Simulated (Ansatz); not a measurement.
The same path of BFH5NSi (9 atoms, charge 0, multiplicity 1) was run twice with different band settings. The coordinate that changes most is the dihedral B2–N3–Si4–H7.

Level of theory: RKS LDA/def2-SVP in Ansatz 0.2.0.

Relaxed end points:

```xyz
9
Properties=species:S:1:pos:R:3
F 0.274 0.066 -2.094
B 0.920 0.645 -1.086
N 0.506 0.389 0.229
Si -0.839 -0.634 0.716
H 1.859 1.385 -1.335
H 1.051 0.847 0.968
H -1.795 -0.729 -0.435
H -0.381 -2.014 1.111
H -1.504 -0.001 1.908
```

```xyz
9
Properties=species:S:1:pos:R:3
F -0.534 1.927 -0.627
B 0.644 1.321 -0.512
N 0.684 -0.008 -0.068
Si -0.704 -0.985 0.392
H 1.658 1.940 -0.797
H 1.614 -0.438 -0.014
H -1.218 -1.813 -0.757
H -0.268 -1.919 1.488
H -1.788 -0.071 0.878
```

Common settings: climbing image yes; spring 5.0 eV/Å²; optimiser quadratic models (default); start path IDPP; force threshold 0.05 eV/Å; iteration limit 60; end points relaxed.

| run | movable images |
| --- | --- |
| 1 | 5 |
| 2 | 3 |

(1) What does each run give, and how far can it be trusted?

Results:

(1) Run 1: converged after 6 iterations, highest image 0.000 eV above the first end. The top lies less than 8 meV above the higher end, about what the thresholds resolve: that end is a shoulder or a very shallow well. A vibrational analysis at the climbing image gives one clearly imaginary mode, 46i cm⁻¹: a first-order saddle point.
Run 2: converged after 6 iterations, highest image 0.000 eV above the first end. The top lies less than 8 meV above the higher end, about what the thresholds resolve: that end is a shoulder or a very shallow well. Another band between the same ends (5 images) ends at a top of the same energy, where a vibrational analysis finds 1 clearly imaginary mode. So few images can step over the top or miss a turn of the path.
